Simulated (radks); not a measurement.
The numbers below are computed, except where a source is named.
Problem. Valence configurations of Se I (all share [Ar]). Code: a radial shooting solver on a logarithmic mesh with Libxc functionals. Model: Dirac Kohn-Sham, PBE, spin-unpolarised, spherical densities, point nucleus; open shells fill j = l - 1/2 first. Order these by energy: 3d8.5 4s2 4p5.5; 3d9.5 4s2 4p4.5; 3d9 4s2 4p5; 3d10 4s1 4p5; 3d10 4s2 4p4; 3d8 4s2 4p6; 3d10 4s1.5 4p4.5; 3d10 4p6.

Solution. From the lowest, in eV above it: 3d10 4s2 4p4 0.000; 3d10 4s1.5 4p4.5 5.468; 3d10 4s1 4p5 10.993; 3d10 4p6 22.199; 3d9.5 4s2 4p4.5 24.409; 3d9 4s2 4p5 51.378; 3d8.5 4s2 4p5.5 80.971; 3d8 4s2 4p6 113.25. NIST lists [Ar] 3d10 4s2 4p4 as the ground configuration; this level of theory agrees among the configurations tried. The energies are those of spherical spin-averaged densities, not of single terms.
